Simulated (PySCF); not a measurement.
# Trend along the fourth-period p block: MF anions

PBE0 with double-zeta basis sets in PySCF, for the lowest determinant that a PBE0 search found; no spin–orbit coupling. De refers to high-spin ground-configuration atoms (the charge goes to the atom of lower measured ionisation energy or higher electron affinity, which is not always the lowest computed limit). A positive dipole points towards F; it is taken about the centre of mass and depends on that origin.

```json
{"M": "Ge", "basis": "aug-cc-pVDZ-PP/aug-cc-pVDZ", "charged atom": "F−", "state (unpaired electrons)": "triplet (π ↑↑)", "Re (Å)": "1.877", "ωe (cm⁻¹)": "497", "De (eV)": "2.97", "μ (D)": "-0.60"}
{"M": "As", "basis": "aug-cc-pVDZ-PP/aug-cc-pVDZ", "charged atom": "F−", "state (unpaired electrons)": "doublet (π ↑)", "Re (Å)": "1.866", "ωe (cm⁻¹)": "534", "De (eV)": "1.72", "μ (D)": "-0.60"}
{"M": "Se", "basis": "aug-cc-pVDZ-PP/aug-cc-pVDZ", "charged atom": "F−", "state (unpaired electrons)": "singlet (closed shell)", "Re (Å)": "1.870", "ωe (cm⁻¹)": "554", "De (eV)": "2.40", "μ (D)": "-0.84"}
{"M": "Br", "basis": "aug-pcseg-1", "charged atom": "F−", "state (unpaired electrons)": "doublet (σ ↑)", "Re (Å)": "2.307", "ωe (cm⁻¹)": "283", "De (eV)": "1.93", "μ (D)": "-2.84"}
```

The shortest bond is that of AsF⁻ (1.866 Å), the longest that of BrF⁻ (2.307 Å). GeF⁻ is bound most strongly (2.97 eV) and AsF⁻ least (1.72 eV).

The rows differ in basis set, which adds steps of its own.

The state changes along the series, so neighbouring rows are not always alike in their bonding.

Spin–orbit coupling is left out. For an ion De counts to the pair picked by the measured ionisation energies or electron affinities, which need not be the lowest pair at this level. The highest Kohn–Sham level is positive in some of these anions. Much of that is self-interaction error, but it also means that the finite basis helps to hold the extra electron. States were picked by a PBE0 search and need not be the measured ground states.
